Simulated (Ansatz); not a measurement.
Geometry optimisation, RHF/def2-SVP (Ansatz 0.2.0).

Input:

```yaml
crystal:
  periodic: [false, false, false]
  atoms:
    - { symbol: C, position_ang: [-1.5762, 0.5802, 1.7599] }
    - { symbol: "N", position_ang: [-0.4281, 0.4677, 1.3192] }
    - { symbol: Si, position_ang: [-0.1118, -0.3127, -0.2547] }
    - { symbol: C, position_ang: [-0.5988, -2.0729, -0.1927] }
    - { symbol: O, position_ang: [1.6184, -0.3108, -0.551] }
    - { symbol: Ge, position_ang: [2.0282, 1.4059, -0.9521] }
    - { symbol: H, position_ang: [-2.4528, 0.2849, 1.175] }
    - { symbol: H, position_ang: [-1.7562, 1.1248, 2.6973] }
    - { symbol: H, position_ang: [-0.7948, 0.4023, -1.2761] }
    - { symbol: H, position_ang: [-0.97134, -2.36254, 0.7759] }
    - { symbol: H, position_ang: [-1.26806, -2.3762, -1.00695] }
    - { symbol: H, position_ang: [0.37303, -2.69422, -0.36847] }
    - { symbol: H, position_ang: [1.6065, 2.3631, 0.2042] }
    - { symbol: H, position_ang: [3.5276, 1.5049, -1.1898] }
    - { symbol: H, position_ang: [1.2756, 1.804, -2.2338] }
basis:
  gaussian: { orbitals: def2-SVP }
hamiltonian:
  xc: hf
relax:
  f_tol: 0.015
  max_steps: 40
```

Command:

```bash
$ ansatz run input.yaml --threads 2 --pin off --max-ram 3072MiB --backend cpu --events-out ev --progress --plain --runs-dir out
```

**Question.** Where does it end, and by what steps?

**Answer.** The forces met the threshold. After 36 steps the energy has fallen by 1.112 eV; O5 moved furthest, 1.45 Å. Parted: Si3–Ge6.

```json
{"step": "0", "energy less start (eV)": "0.0000", "largest force component (eV/Å)": "3.083", "accepted": "yes"}
{"step": "2", "energy less start (eV)": "-0.6390", "largest force component (eV/Å)": "1.620", "accepted": "yes"}
{"step": "4", "energy less start (eV)": "-0.9382", "largest force component (eV/Å)": "0.239", "accepted": "yes"}
{"step": "6", "energy less start (eV)": "-1.0044", "largest force component (eV/Å)": "0.258", "accepted": "yes"}
{"step": "8", "energy less start (eV)": "-1.0377", "largest force component (eV/Å)": "0.890", "accepted": "yes"}
{"step": "10", "energy less start (eV)": "-1.0696", "largest force component (eV/Å)": "0.289", "accepted": "yes"}
{"step": "12", "energy less start (eV)": "-1.0899", "largest force component (eV/Å)": "0.151", "accepted": "yes"}
{"step": "14", "energy less start (eV)": "-1.0964", "largest force component (eV/Å)": "0.083", "accepted": "no"}
{"step": "16", "energy less start (eV)": "-1.0935", "largest force component (eV/Å)": "0.297", "accepted": "no"}
{"step": "18", "energy less start (eV)": "-1.0996", "largest force component (eV/Å)": "0.060", "accepted": "yes"}
{"step": "20", "energy less start (eV)": "-1.1016", "largest force component (eV/Å)": "0.092", "accepted": "yes"}
{"step": "22", "energy less start (eV)": "-1.1008", "largest force component (eV/Å)": "0.217", "accepted": "no"}
{"step": "24", "energy less start (eV)": "-1.1060", "largest force component (eV/Å)": "0.064", "accepted": "yes"}
{"step": "26", "energy less start (eV)": "-1.1074", "largest force component (eV/Å)": "0.077", "accepted": "yes"}
{"step": "28", "energy less start (eV)": "-1.1097", "largest force component (eV/Å)": "0.086", "accepted": "yes"}
{"step": "30", "energy less start (eV)": "-1.1106", "largest force component (eV/Å)": "0.038", "accepted": "yes"}
{"step": "32", "energy less start (eV)": "-1.1113", "largest force component (eV/Å)": "0.018", "accepted": "yes"}
{"step": "34", "energy less start (eV)": "-1.1116", "largest force component (eV/Å)": "0.026", "accepted": "yes"}
{"step": "36", "energy less start (eV)": "-1.1118", "largest force component (eV/Å)": "0.011", "accepted": "yes"}
```

```xyz
15
Properties=species:S:1:pos:R:3
C -1.467 0.711 1.974
N -0.533 0.221 1.311
Si -0.594 -0.340 -0.350
C -0.276 -2.181 -0.365
O 0.561 0.465 -1.180
Ge 1.991 1.482 -1.029
H -2.486 0.857 1.590
H -1.319 1.035 3.008
H -1.918 -0.031 -0.946
H -1.074 -2.721 0.152
H -0.221 -2.557 -1.390
H 0.668 -2.411 0.135
H 1.604 2.782 -0.318
H 3.060 0.728 -0.233
H 2.473 1.767 -2.452
```

Whether the end is a true minimum wasn't checked by a vibrational analysis.

Run time: 3 min on 2 threads of Arm Neoverse V1 (shared host), peak memory 0.47 GiB.
